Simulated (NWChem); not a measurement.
Species: BGeH5O2; SMILES O[B](O)[GeH3]

```xyz
9

B      0.0000    -1.0886     0.0044
Ge    -0.0001     1.0049     0.0002
H     -0.0370     1.5710    -1.4361
H     -1.2283     1.5853     0.7355
H      1.2641     1.5845     0.6726
O      1.1498    -1.8069    -0.0017
H      1.9436    -1.2672     0.0134
O     -1.1492    -1.8080    -0.0017
H     -1.9439    -1.2695     0.0135
```
Atoms are numbered in this order, from 1.

Program: NWChem. Pople sets run with spherical d functions. The geometry was optimised at PBE0/def2-SVP.

Estimate the computed values for Hartree-Fock/6-311G**. Quantities: highest occupied level (eV); orbital gap (eV); dipole (D).


```json
{
 "highest occupied level (eV)": "-11.08",
 "orbital gap (eV)": "14.01",
 "dipole (D)": "1.69"
}
```
